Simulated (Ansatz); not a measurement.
One change: `O[Si](O)(O)S` becomes `C[SiH](O)[Si](O)(O)O`.

Ansatz, PBE0-D4/def2-TZVP geometries, multiplicity 1. Each molecule was computed in one conformer, which needn't be the lowest.

| property | `O[Si](O)(O)S` |
| --- | --- |
| HOMO–LUMO gap (PBE/def2-TZVPP) / eV | 5.74 |
| size of the dipole moment (ωB97M-V/def2-TZVPP) / D | 0.78 |
| HOMO–LUMO gap (B3LYP/def2-TZVPP) / eV | 7.29 |
| HOMO energy (ωB97M-V/def2-TZVPP) / eV | -9.81 |
| HOMO energy (PBE0/def2-TZVPP) / eV | -7.58 |
| LUMO energy (B3LYP/def2-TZVPP) / eV | -0.03 |

Q: Give the same properties after the change, and the shifts. (An estimate is asked.)

A: The calculation gave: 
| property | `C[SiH](O)[Si](O)(O)O` | shift |
| --- | --- | --- |
| HOMO–LUMO gap (PBE/def2-TZVPP) / eV | 5.44 | -0.30 |
| size of the dipole moment (ωB97M-V/def2-TZVPP) / D | 2.03 | 1.25 |
| HOMO–LUMO gap (B3LYP/def2-TZVPP) / eV | 7.21 | -0.08 |
| HOMO energy (ωB97M-V/def2-TZVPP) / eV | -9.59 | 0.22 |
| HOMO energy (PBE0/def2-TZVPP) / eV | -7.48 | 0.10 |
| LUMO energy (B3LYP/def2-TZVPP) / eV | -0.10 | -0.07 |

With PBE0 the HOMO rises by 0.10 eV and the LUMO falls by 0.21 eV, so the gap narrows by about 0.31 eV. PBE moves the HOMO by 0.11 eV and ωB97M-V by 0.22 eV. Dipoles are sizes alone; their direction can turn.

B3LYP here is the variant with VWN-RPA as its local correlation; programs differ in this.
